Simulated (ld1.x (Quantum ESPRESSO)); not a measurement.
# Before and after: PAW potential for cobalt (Co)

* Element: Co
* Generator: ld1.x (Quantum ESPRESSO) 7.5
* Type: PAW
* Functional: PBE
* Relativity: scalar-relativistic
* Frozen core: [Ar]
* Valence charge: 9
* Reference configuration: 3d7 4s1.75 4p0.25
* Partial waves: 4s (bound): rcut 2.00, rcutus 2.35 bohr; 4s channel at -0.05 Ry: rcut 2.00, rcutus 2.35 bohr; 4p (bound): rcut 1.95, rcutus 2.35 bohr; 4p channel at 4.4 Ry: rcut 1.95, rcutus 2.35 bohr; 3d (bound): rcut 1.40, rcutus 1.65 bohr; 3d channel at -0.05 Ry: rcut 1.40, rcutus 1.65 bohr
* Local potential: all-electron potential smoothed inside 1.35 bohr (lloc = -1)
* Core correction: Bessel-smoothed model core, default radius (core density twice the valence density)
* Augmentation charge: BESSEL, radius 1.15 bohr

All-electron outer shells of the reference configuration (PBE, scalar-relativistic, ld1.x):

```
shell  level (eV)  outermost node (bohr)  outermost maximum (bohr)
   3s     -102.91                   0.31                      0.66
   3p      -66.14                   0.28                      0.68
   3d       -8.69                      –                      0.66
   4s       -5.79                   0.96                      2.32
   4p       -1.52                   1.05                      3.21
```

Change: core correction Bessel-smoothed model core inside 1.60 bohr.

Cutoffs: the cutoffs (Ry, on a coarse ladder) from which the occupation-weighted sum of valence levels, in a spherical-Bessel basis at the reference potential, stays within 10 and 1 mRy of its value at 400 Ry; they do not see the model core or the augmentation charge, which bear on the density cutoff. Errors are all-electron minus pseudo energies relative to the spin-unpolarised reference configuration.

Problem. Predict the effect on cutoff, ghosts and configuration errors.

Solution. The potential gets neither clearly harder nor softer (40 Ry and 70 Ry → 40 Ry and 70 Ry); both files keep a bound ghost (s); the errors of the 7 common tests hardly move. The default core radius of the base comes out at 0.44 bohr. A wider model core is smoother and lowers the density cutoff, which this test does not measure.

| quantity | base | changed |
| --- | --- | --- |
| cutoff, loose | 40 Ry | 40 Ry |
| cutoff, tight | 70 Ry | 70 Ry |
| bound ghosts | s | s |
| error for 3d7 4s2 4p0, meV [ΔE -1.06 eV] | 0.0 | +0.1 |
| error for 3d7 4s1 4p0, meV [ΔE 7.97 eV] | -2.3 | -2.2 |
| error for 3d7 4s0 4p0, meV [ΔE 24.76 eV] | -5.6 | -5.6 |
| error for 3d5 4s0 4p0, meV [ΔE 115.98 eV] | -1510 | -1515 |
| error for 3d7 4s1 4p1, meV [ΔE 3.29 eV] | -0.7 | -0.7 |
| error for 3d7 4s0 4p2, meV [ΔE 7.92 eV] | -1.1 | -1.2 |
| error for 3d7.5 4s1.5 4p0, meV [ΔE -2.02 eV] | -25 | -25 |
| s: phases at 2.55 bohr within 0.05 rad from the reference energy up to (Ry; the scan ends near 5) | 4.6 | 4.6 |
| p: phases at 2.55 bohr within 0.05 rad from the reference energy up to (Ry; the scan ends near 5) | to the end of the scan | to the end of the scan |
| d: phases at 2.55 bohr within 0.05 rad from the reference energy up to (Ry; the scan ends near 5) | to the end of the scan | to the end of the scan |
| lowest overlap eigenvalue by channel | s 0.27, p 0.71, d 1.00 | s 0.27, p 0.71, d 1.00 |

 A true bound ghost makes a file unfit for plane-wave use even where its test errors are small: the radial tests pick states by their node count and pass the ghost by.
